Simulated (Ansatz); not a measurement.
Hg₆Se₆. The state is a triplet with charge 0. Geometry PBE-D4/def2-SVP, that of the neutral singlet; atoms count from 1.

```
atom   x (Å)   y (Å)   z (Å)
 Se1  -0.393  -1.586   2.880
 Hg2  -2.014  -1.103   0.955
 Hg3   0.368   1.473   1.970
 Se4  -2.056   2.137   1.473
 Se5  -2.820  -0.922  -1.470
 Hg6  -1.263   1.919  -0.953
 Hg7   1.263  -1.919   0.953
 Se8   2.820   0.922   1.470
 Se9   2.056  -2.137  -1.473
Hg10  -0.368  -1.473  -1.970
Hg11   2.014   1.103  -0.955
Se12   0.393   1.586  -2.880
```

In the def2 sets Hg takes a core potential; there is no spin–orbit coupling. Single mean-field runs in def2-TZVP are fitted with def2-universal-jkfit. At PBE0-D4/def2-TZVP a singlet of charge 0 lies 2.50 eV below the triplet at the same geometry.

**Question.** Estimate the Mulliken populations from the PBE0/def2-TZVP orbitals of Ansatz.

**Answer.** 
```json
{"atom": "Se1", "charge (e)": "-0.45", "spin (α − β)": "0.01", "d electrons": "–"}
{"atom": "Hg2", "charge (e)": "0.40", "spin (α − β)": "0.13", "d electrons": "9.91"}
{"atom": "Hg3", "charge (e)": "0.41", "spin (α − β)": "0.15", "d electrons": "9.90"}
{"atom": "Se4", "charge (e)": "-0.38", "spin (α − β)": "0.29", "d electrons": "–"}
{"atom": "Se5", "charge (e)": "-0.38", "spin (α − β)": "0.29", "d electrons": "–"}
{"atom": "Hg6", "charge (e)": "0.40", "spin (α − β)": "0.13", "d electrons": "9.91"}
{"atom": "Hg7", "charge (e)": "0.40", "spin (α − β)": "0.13", "d electrons": "9.91"}
{"atom": "Se8", "charge (e)": "-0.38", "spin (α − β)": "0.29", "d electrons": "–"}
{"atom": "Se9", "charge (e)": "-0.38", "spin (α − β)": "0.29", "d electrons": "–"}
{"atom": "Hg10", "charge (e)": "0.41", "spin (α − β)": "0.15", "d electrons": "9.90"}
{"atom": "Hg11", "charge (e)": "0.40", "spin (α − β)": "0.13", "d electrons": "9.91"}
{"atom": "Se12", "charge (e)": "-0.45", "spin (α − β)": "0.01", "d electrons": "–"}
```
Mulliken values depend strongly on the basis.

**Question.** Where does the spin sit?

**Answer.** Summed by element: Se 1.19, Hg 0.81, of 2 unpaired in all. Largest on single atoms: Se4 0.29, Se9 0.29, Se5 0.29.

**Question.** And the Mayer bond orders between heavy atoms (over 0.3)?

**Answer.** Se1–Hg2 0.81 (2.56 Å); Se1–Hg7 0.81 (2.56 Å); Hg2–Se5 0.77 (2.56 Å); Hg3–Se4 0.76 (2.56 Å); Hg3–Se8 0.76 (2.56 Å); Se4–Hg6 0.77 (2.56 Å); Se5–Hg10 0.76 (2.56 Å); Hg6–Se12 0.81 (2.56 Å); Hg7–Se9 0.77 (2.56 Å); Se8–Hg11 0.77 (2.56 Å); Se9–Hg10 0.76 (2.56 Å); Hg11–Se12 0.81 (2.56 Å).
